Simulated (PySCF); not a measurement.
PySCF input file for Sn(H)(OH)(NH2)2 (H₆N₂OSn), SMILES [NH2][SnH]([NH2])[OH], PBE0-D3(BJ)/def2-SVP. Geometry optimised at PBE0-D3(BJ)/def2-SVP. The structure was generated by enumeration; whether it is a known compound was not checked. The def2 effective core potentials stand for the cores of Sn; spin–orbit coupling is left out. The values are those of a single conformer.

```python
import numpy as np
from pyscf import gto, scf, dft, df
from pyscf.hessian import thermo

mol = gto.M(
    atom='''
    Sn    0.05507961    0.09349644   -0.22274824
    N    -0.86539999   -1.70267528   -0.43753932
    N     1.54644459   -0.33593823    1.08927421
    O    -1.02628142    1.50912474    0.66347671
    H     0.39008033    0.76091068   -1.76051280
    H    -1.66617562   -1.68251973   -1.06555457
    H    -1.17285177   -2.10712224    0.44495644
    H     2.05380043   -1.18277907    0.83884086
    H     2.22674757    0.41183784    1.20751602
    H    -1.14264199    1.32214719    1.60220798
    ''',
    basis='def2-SVP',
    ecp={'Sn': 'def2-svp'},
    charge=0,
    spin=0,
    max_memory=1600,
    verbose=3,
)
mf = dft.RKS(mol, xc='pbe0').density_fit(auxbasis='def2-universal-jkfit')
mf.disp = 'd3bj'
mf.grids.level = 3
mf.conv_tol = 1e-11
mf.max_cycle = 100
mf.kernel()

# analytic Hessian; the response equations are solved on a coarser grid
h, args, fine = mf.Hessian(), (mf.mo_energy, mf.mo_coeff, mf.mo_occ), mf.grids
h.max_memory = max(150, 2.5e-5 * df.make_auxmol(mol, mf.with_df.auxbasis).nao * mol.nelec[0] * (mol.nelec[0] + mol.nao))  # MB; small integral blocks
h1ao = h.make_h1(mf.mo_coeff, mf.mo_occ)
mf.grids = dft.Grids(mol).set(level=1).build(with_non0tab=True)
mo1, mo_e1 = h.solve_mo1(*args, h1ao)
mf.grids = fine
hess = h.hess_elec(*args, mo1, mo_e1, h1ao) + h.hess_nuc()
if mf.do_disp():
    hess += h.get_dispersion()
for i in range(mol.natm):  # the analytic DFT Hessian lacks the response of the grid: restore translational invariance
    hess[i, i] -= hess[i].sum(axis=0)
hess = (hess + hess.transpose(1, 0, 3, 2)) / 2
vib = thermo.harmonic_analysis(mol, hess, imaginary_freq=False)
thermo.dump_normal_mode(mol, vib)
th = thermo.thermo(mf, vib['freq_au'][vib['freq_au'] > 0], 298.15, 101325)
thermo.dump_thermo(mol, th)
g0 = mf.nuc_grad_method().set(verbose=0).kernel()

# dipole derivatives [dipole axis, atom, xyz] from the same response
r, irp = mol.intor('int1e_r'), mol.intor('int1e_irp').reshape(3, 3, mol.nao, mol.nao)
sl, dm0, ok = mol.aoslice_by_atom(), np.array(mf.make_rdm1()), []
dmu = np.einsum('a,xt->xat', mol.atom_charges(), np.eye(3))
for a, (_, _, p0, p1) in enumerate(sl):
    dmu[:, a] += 2 * np.einsum('xtij,ij->xt', irp[:, :, :, p0:p1], dm0.reshape(-1, mol.nao, mol.nao).sum(0)[:, p0:p1])
    for u, c, occ, f in [(mo1, mf.mo_coeff, mf.mo_occ, 4)]:
        dmu[:, a] -= f * np.einsum('tui,xuv,vi->xt', u[a], r, c[:, occ > 0], optimize=True)
L = vib['norm_mode']
ir = 974.8801 * (np.einsum('xat,kat->kx', dmu, L) ** 2).sum(1)       # km/mol
apt = np.einsum('xax->a', dmu) / 3
print('mode   freq/cm-1   IR/(km/mol)')
for k, w in enumerate(vib['freq_wavenumber']):
    print(f'{k + 1:4d} {w:11.2f} {ir[k]:13.3f}')
print('max |gradient| / (hartree/bohr):', abs(g0).max())
print('APT charges:', apt.round(4))
```

Log of the run:

```
converged SCF energy = -402.296033385903

WARN: DFTD3 does not support analytical Hessian, using finite difference


WARN: Mole.unit (angstrom) is changed to Bohr

Mode                                 0                   1                   2
Irrep
Freq [cm^-1]                      115.8777            142.0416            154.9905
Reduced mass [au]                   1.1008              2.0033              3.1347
Force const [Dyne/A]                0.0087              0.0238              0.0444
Char temp [K]                     166.7223            204.3663            222.9968
Normal mode                   x     y     z       x     y     z       x     y     z
       0  Sn                 0.00  0.00  0.00   -0.01 -0.02 -0.01   -0.02  0.01 -0.02
       1   N                -0.00 -0.00  0.01   -0.04  0.01 -0.05    0.12 -0.07  0.02
       2   N                 0.01  0.04  0.00   -0.00  0.12  0.04   -0.09 -0.03  0.05
       3   O                -0.04 -0.04  0.01    0.08  0.01  0.06    0.09  0.04  0.06
       4   H                 0.01 -0.03 -0.01   -0.02 -0.06 -0.03   -0.05  0.00 -0.03
       5   H                 0.20 -0.03 -0.26    0.10  0.02 -0.23    0.09 -0.18  0.06
       6   H                -0.35  0.18 -0.03   -0.26  0.07 -0.10    0.21 -0.09  0.05
       7   H                -0.32 -0.23  0.27    0.23  0.27  0.01   -0.14 -0.08  0.10
       8   H                 0.29 -0.15 -0.36   -0.20  0.28  0.17   -0.04 -0.08  0.08
       9   H                 0.37  0.17  0.10    0.20  0.03  0.08    0.31  0.11  0.10
Mode                                 3                   4                   5
Irrep
Freq [cm^-1]                      181.0530            206.1673            271.4071
Reduced mass [au]                   3.8095              1.3506              1.3065
Force const [Dyne/A]                0.0736              0.0338              0.0567
Char temp [K]                     260.4950            296.6289            390.4944
Normal mode                   x     y     z       x     y     z       x     y     z
       0  Sn                -0.02 -0.01  0.03    0.00  0.01 -0.01   -0.00 -0.01 -0.01
       1   N                 0.07 -0.04 -0.08    0.03 -0.01  0.10   -0.01 -0.01 -0.01
       2   N                 0.06 -0.01 -0.06   -0.02 -0.07 -0.02   -0.01  0.08  0.02
       3   O                 0.04  0.11 -0.07    0.00 -0.01  0.02    0.08  0.02  0.05
       4   H                -0.05 -0.03  0.01   -0.02 -0.01 -0.03   -0.00  0.04  0.02
       5   H                 0.20 -0.08 -0.24    0.35 -0.20 -0.32   -0.02 -0.00  0.01
       6   H                -0.07 -0.10 -0.16   -0.42  0.26  0.07    0.02 -0.05 -0.02
       7   H                 0.02 -0.02 -0.11    0.08  0.03 -0.16   -0.23 -0.13  0.29
       8   H                 0.08 -0.02 -0.12   -0.11 -0.02  0.21    0.16 -0.04 -0.27
       9   H                -0.12  0.14 -0.08   -0.28 -0.19 -0.05   -0.56 -0.41 -0.12
Mode                                 6                   7                   8
Irrep
Freq [cm^-1]                      515.4669            520.9302            552.6360
Reduced mass [au]                   1.3747              1.5342              1.4510
Force const [Dyne/A]                0.2152              0.2453              0.2611
Char temp [K]                     741.6421            749.5025            795.1202
Normal mode                   x     y     z       x     y     z       x     y     z
       0  Sn                 0.01 -0.00  0.00    0.01 -0.00  0.01    0.01  0.02 -0.00
       1   N                -0.01  0.13  0.03    0.00 -0.06 -0.02   -0.02 -0.10 -0.03
       2   N                -0.02  0.01 -0.02   -0.05  0.03 -0.13    0.02 -0.02  0.09
       3   O                -0.01 -0.02 -0.01   -0.01  0.01 -0.00   -0.00  0.00  0.00
       4   H                -0.45 -0.26 -0.21   -0.34  0.10 -0.02   -0.55 -0.33 -0.28
       5   H                 0.18 -0.22 -0.20   -0.09  0.22  0.10   -0.11  0.24  0.08
       6   H                 0.20 -0.43 -0.17   -0.11  0.12  0.03   -0.17  0.03 -0.01
       7   H                -0.07 -0.05  0.08   -0.10 -0.13  0.39    0.01  0.05 -0.22
       8   H                 0.01 -0.04  0.10   -0.09 -0.05  0.46    0.08 -0.03 -0.13
       9   H                 0.01 -0.02 -0.01   -0.04  0.06  0.00   -0.04 -0.03 -0.01
Mode                                 9                  10                  11
Irrep
Freq [cm^-1]                      587.3260            620.7594            632.7539
Reduced mass [au]                   1.2130              6.8040              2.2719
Force const [Dyne/A]                0.2465              1.5448              0.5359
Char temp [K]                     845.0314            893.1345            910.3920
Normal mode                   x     y     z       x     y     z       x     y     z
       0  Sn                -0.00  0.02  0.01   -0.02  0.01  0.02   -0.02  0.01 -0.01
       1   N                -0.02 -0.05 -0.01    0.04  0.04 -0.00   -0.01 -0.01 -0.00
       2   N                -0.02  0.02 -0.06   -0.03  0.01 -0.01    0.16 -0.03  0.07
       3   O                 0.02 -0.03 -0.00    0.12 -0.15 -0.10    0.02 -0.03 -0.02
       4   H                 0.49 -0.68 -0.19   -0.10  0.09  0.03    0.04  0.01  0.01
       5   H                -0.04 -0.02  0.01   -0.00  0.14  0.05    0.01 -0.04 -0.02
       6   H                -0.01 -0.12 -0.04   -0.02  0.15  0.03   -0.00 -0.05 -0.01
       7   H                -0.06 -0.03  0.02   -0.03  0.03 -0.10    0.14 -0.13  0.40
       8   H                -0.02 -0.03  0.12   -0.02  0.01 -0.08    0.15 -0.08  0.41
       9   H                 0.09 -0.19 -0.02    0.03 -0.02 -0.09    0.01 -0.01 -0.02
Mode                                12                  13                  14
Irrep
Freq [cm^-1]                      641.5397            821.6752            847.2745
Reduced mass [au]                   2.0943              1.0907              1.1186
Force const [Dyne/A]                0.5079              0.4339              0.4731
Char temp [K]                     923.0327           1182.2077           1219.0393
Normal mode                   x     y     z       x     y     z       x     y     z
       0  Sn                -0.01 -0.02 -0.01    0.00  0.00  0.00    0.00 -0.01 -0.01
       1   N                 0.12  0.12 -0.00   -0.01  0.02 -0.05   -0.01  0.00 -0.01
       2   N                 0.02 -0.00  0.01   -0.00 -0.04 -0.01    0.00  0.06  0.01
       3   O                -0.02  0.04  0.03    0.00 -0.02  0.02    0.02 -0.03  0.03
       4   H                 0.04 -0.29 -0.12   -0.08 -0.24 -0.12    0.09 -0.06 -0.00
       5   H                 0.02  0.44  0.13   -0.09 -0.43  0.04   -0.03 -0.10  0.01
       6   H                -0.01  0.34  0.06    0.15  0.40  0.18    0.05  0.05  0.03
       7   H                -0.01 -0.02  0.01    0.20 -0.01  0.31   -0.29 -0.01 -0.38
       8   H                 0.05 -0.04  0.06   -0.18  0.16 -0.24    0.27 -0.23  0.33
       9   H                -0.02 -0.06  0.01   -0.23  0.34  0.05   -0.34  0.52  0.08
Mode                                15                  16                  17
Irrep
Freq [cm^-1]                      864.1323           1533.6715           1538.2260
Reduced mass [au]                   1.1268              1.0960              1.0929
Force const [Dyne/A]                0.4957              1.5189              1.5236
Char temp [K]                    1243.2940           2206.6118           2213.1648
Normal mode                   x     y     z       x     y     z       x     y     z
       0  Sn                 0.00 -0.00  0.01    0.00 -0.00 -0.00    0.00 -0.00 -0.00
       1   N                -0.02  0.02 -0.06    0.03  0.02 -0.00    0.06  0.04 -0.01
       2   N                 0.01  0.04  0.01    0.07 -0.01  0.01   -0.03  0.01 -0.01
       3   O                -0.01  0.03 -0.03    0.00 -0.00  0.00   -0.00  0.00 -0.00
       4   H                -0.14  0.04 -0.02   -0.00  0.00  0.01   -0.01  0.01  0.02
       5   H                -0.10 -0.43  0.03   -0.16 -0.17  0.21   -0.30 -0.34  0.39
       6   H                 0.16  0.39  0.18   -0.27 -0.08 -0.14   -0.51 -0.14 -0.26
       7   H                -0.17 -0.01 -0.22   -0.51 -0.28 -0.13    0.27  0.15  0.06
       8   H                 0.15 -0.13  0.20   -0.43  0.41  0.04    0.23 -0.22 -0.01
       9   H                 0.28 -0.46 -0.08   -0.00  0.01  0.00   -0.00 -0.00 -0.00
Mode                                18                  19                  20
Irrep
Freq [cm^-1]                     1951.0802           3556.8898           3558.2167
Reduced mass [au]                   1.0156              1.0503              1.0503
Force const [Dyne/A]                2.2779              7.8288              7.8347
Char temp [K]                    2807.1699           5117.5725           5119.4816
Normal mode                   x     y     z       x     y     z       x     y     z
       0  Sn                 0.00  0.00 -0.01   -0.00  0.00 -0.00    0.00 -0.00 -0.00
       1   N                -0.00 -0.00 -0.00   -0.00 -0.00  0.00    0.05  0.02 -0.01
       2   N                 0.00  0.00 -0.00    0.05 -0.01 -0.00    0.00 -0.00 -0.00
       3   O                 0.00  0.00 -0.00   -0.00  0.00  0.00   -0.00 -0.00  0.00
       4   H                -0.20 -0.39  0.89   -0.00  0.00 -0.00   -0.00  0.00  0.00
       5   H                 0.01  0.01 -0.01    0.02 -0.00  0.02   -0.51  0.01 -0.44
       6   H                 0.01  0.01  0.01    0.01  0.01 -0.03   -0.18 -0.29  0.62
       7   H                 0.00  0.00 -0.00   -0.33  0.61  0.16   -0.02  0.03  0.01
       8   H                -0.00 -0.00 -0.00   -0.42 -0.50 -0.09   -0.02 -0.02 -0.00
       9   H                 0.01 -0.01 -0.00   -0.00  0.00 -0.00    0.00  0.00 -0.00
Mode                                21                  22                  23
Irrep
Freq [cm^-1]                     3659.2672           3659.9321           3891.8474
Reduced mass [au]                   1.0940              1.0939              1.0669
Force const [Dyne/A]                8.6313              8.6331              9.5208
Char temp [K]                    5264.8708           5265.8274           5599.5020
Normal mode                   x     y     z       x     y     z       x     y     z
       0  Sn                -0.00  0.00 -0.00    0.00  0.00  0.00   -0.00  0.00 -0.00
       1   N                -0.01  0.01 -0.04    0.02 -0.02  0.06    0.00  0.00  0.00
       2   N                 0.01  0.06  0.01    0.01  0.04  0.01   -0.00  0.00 -0.00
       3   O                 0.00 -0.00 -0.00    0.00 -0.00 -0.00    0.01  0.01 -0.06
       4   H                -0.00 -0.00  0.00    0.00  0.00 -0.00   -0.00 -0.00  0.00
       5   H                 0.28 -0.00  0.22   -0.47  0.01 -0.37   -0.00 -0.00 -0.00
       6   H                -0.10 -0.14  0.29    0.17  0.23 -0.49   -0.00 -0.00  0.00
       7   H                 0.28 -0.46 -0.13    0.17 -0.28 -0.08   -0.00  0.00 -0.00
       8   H                -0.40 -0.44 -0.07   -0.24 -0.26 -0.04   -0.00 -0.00  0.00
       9   H                 0.00 -0.00  0.00    0.00  0.00  0.00   -0.13 -0.17  0.94
temperature 298.1500 [K]
pressure 101325.00 [Pa]
Rotational constants [GHz] 4.58811 4.10068 2.76116
Symmetry number 1
Zero-point energy (ZPE) 0.07068 [Eh]   185571.681 [J/mol]
                           tot       elec      trans        rot        vib
Entropy [J/mol/K]       359.919      0.000    172.707    109.740     77.472
Cv [J/mol/K]            110.985      0.000     12.472     12.472     86.042
Cp [J/mol/K]            119.300      0.000     20.786     12.472     86.042
Internal energy [J/mol]                      3718.434   3718.434 198731.548
Internal energy [Eh]   -402.21751  -402.29603
Enthalpy [J/mol]                             6197.391   3718.434 198731.548
Enthalpy [Eh]          -402.21656
Gibbs free energy [J/mol]                  -45295.326 -29000.545 175633.369
Gibbs free energy [Eh] -402.25744
mode   freq/cm-1   IR/(km/mol)
   1      115.88        15.483
   2      142.04         2.783
   3      154.99         1.634
   4      181.05        23.854
   5      206.17        40.354
   6      271.41       131.686
   7      515.47       113.832
   8      520.93       187.832
   9      552.64       105.728
  10      587.33        60.159
  11      620.76        68.516
  12      632.75        42.919
  13      641.54        28.666
  14      821.68        62.612
  15      847.27        17.266
  16      864.13        82.764
  17     1533.67        29.341
  18     1538.23         2.936
  19     1951.08       157.568
  20     3556.89        12.292
  21     3558.22        13.004
  22     3659.27        17.429
  23     3659.93        17.320
  24     3891.85        52.682
max |gradient| / (hartree/bohr): 7.522413527900974e-05
APT charges: [ 1.7937 -0.7509 -0.7324 -0.8213 -0.3167  0.1496  0.1446  0.1405  0.1475
  0.2454]
```

Self-consistency was reached.
